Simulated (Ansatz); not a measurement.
Species: C6H13O (charge 0, doublet). It need not be the lowest isomer of its formula. 
Structure (B3LYP-D3(BJ)/def2-TZVP (Ansatz, a quantum-chemistry and plane-wave program) minimum search):
SMILES: C[CH]CCCCO
```xyz
20

C      3.3904    -0.4108    -0.4211
C      2.5745    -0.1390     0.7907
C      1.2700     0.5705     0.7022
C      0.1222    -0.3064     0.1568
C     -1.2040     0.4439     0.0670
C     -2.3323    -0.4172    -0.4816
O     -3.5864     0.2568    -0.5134
H      3.3864     0.4446    -1.1046
H      4.4272    -0.6432    -0.1710
H      3.0075    -1.2672    -0.9981
H      2.8233    -0.6554     1.7104
H      1.3677     1.4442     0.0452
H      0.9773     0.9480     1.6864
H      0.0066    -1.1825     0.8023
H      0.3999    -0.6853    -0.8315
H     -1.4941     0.8146     1.0543
H     -1.0801     1.3246    -0.5752
H     -2.4874    -1.2869     0.1597
H     -2.0677    -0.7910    -1.4797
H     -3.5001     1.0344    -1.0753
```
Charge 0, spin multiplicity 2.

Computed values are from Ansatz. Correlated levels leave the core frozen unless marked. UHF or UKS for open shells. No spin-orbit coupling. Non-relativistic. Basis-set limits of correlation are two-point, X^-3; Hartree-Fock from the larger set. [CCSD(T)-MP2]/basis is that difference in the basis named.

```yaml
atomisation energy De: 7870.1 kJ/mol at RI-MP2/CBS(cc-pVTZ,cc-pVQZ)+[CCSD(T)-MP2]/cc-pVTZ
total_energy: -311.2494 Eh at RI-MP2/CBS(cc-pVTZ,cc-pVQZ)+[CCSD(T)-MP2]/cc-pVTZ
dipole_moment: 1.68 D at CCSD(T)/aug-cc-pVDZ
T1 diagnostic: 0.010 at CCSD/cc-pVTZ
```
